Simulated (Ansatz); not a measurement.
```yaml
crystal:
  periodic: [false, false, false]
  atoms:
    - {symbol: C, position_ang: [-0.262105, -0.045116, 1.633185]}
    - {symbol: O, position_ang: [0.763833, -0.969836, 1.403140]}
    - {symbol: Sn, position_ang: [1.078561, -2.268149, -0.053084]}
    - {symbol: S, position_ang: [0.082568, -1.121922, -1.963785]}
    - {symbol: C, position_ang: [0.019190, 0.652037, -1.579045]}
    - {symbol: H, position_ang: [-0.688194, -0.214101, 2.628778]}
    - {symbol: H, position_ang: [0.124233, 0.981003, 1.606683]}
    - {symbol: H, position_ang: [-1.076771, -0.118544, 0.902249]}
    - {symbol: H, position_ang: [-0.996030, 0.948052, -1.317900]}
    - {symbol: H, position_ang: [0.327902, 1.189325, -2.475631]}
    - {symbol: H, position_ang: [0.692415, 0.910253, -0.763991]}
basis:
  gaussian: {orbitals: x2c-TZVPPall}
magnetization: {spin_polarized: true, initial_magnetization: 4}
hamiltonian: {xc: {name: PBEsol}, dispersion: d3bj}
scf: {lower_state_search: off}
output: {forces: true}
```

```sh
$ ansatz run in.yaml --threads 2 --pin off --events-out ev --progress --plain --max-ram 20480MiB --backend cpu
```

Output, abridged:

```
Functional definition: PBEsol
1725 factors; their error is unknown
mean field evaluation 1: about -183005.6980 eV, gradient 6.6e1 eV
mean field evaluation 2: about -182775.7179 eV, gradient 1.9e2 eV
mean field evaluation 4: about -183005.1120 eV, gradient 5.7e1 eV
mean field evaluation 8: about -183025.1874 eV, gradient 3.3e-1 eV
mean field evaluation 16: about -183025.1601 eV, gradient 1.4e-3 eV
mean field -183025.16005016 eV, -6726.0505729343 hartree, gradient 3.2e-6 eV, S^2 6.004103; 0 other end points of the search recorded, 0 dependent functions left out
reference -183025.16009628 eV, -6726.0505746289 hartree; 48, 44 occupied and 231, 235 virtual orbitals, 1725 factors
Total energy: -183025.29222943 eV, -6726.0554304327 hartree
Relativity: scalar
Atom 0 at    -0.262105    -0.045116     1.633185 Å, force    -0.090791    -0.646761     0.200677 eV/Å
Atom 1 at     0.763833    -0.969836     1.403140 Å, force     0.115650     1.997543     1.775273 eV/Å
Atom 2 at     1.078561    -2.268149    -0.053084 Å, force     0.277469    -2.255295    -1.268291 eV/Å
Atom 3 at     0.082568    -1.121922    -1.963785 Å, force     0.142563    -0.732837    -0.630972 eV/Å
Atom 4 at     0.019190     0.652037    -1.579045 Å, force     0.009190     0.836759     0.191775 eV/Å
Atom 5 at    -0.688194    -0.214101     2.628778 Å, force    -0.142930    -0.015311     0.302871 eV/Å
Atom 6 at     0.124233     0.981003     1.606683 Å, force     0.256762     0.327670    -0.098465 eV/Å
Atom 7 at    -1.076771    -0.118544     0.902249 Å, force    -0.278350     0.027087    -0.298815 eV/Å
Atom 8 at    -0.996030     0.948052    -1.317900 Å, force    -0.606261     0.177792     0.067985 eV/Å
Atom 9 at     0.327902     1.189325    -2.475631 Å, force     0.052714     0.294177    -0.560787 eV/Å
Atom 10 at     0.692415     0.910253    -0.763991 Å, force     0.263984    -0.010824     0.318748 eV/Å
Dipole moment:    -0.254176     0.601893    -0.170566 e Å
Checks for a lower state left out: stability, starts, cluster_reference, orbital_swaps, neighbouring_geometries, increment
```

(1) What is wrong with this run?

Answers

(1) The spin is set far too high for this molecule. The run converged. The result belongs to that input, not to the molecule as meant.
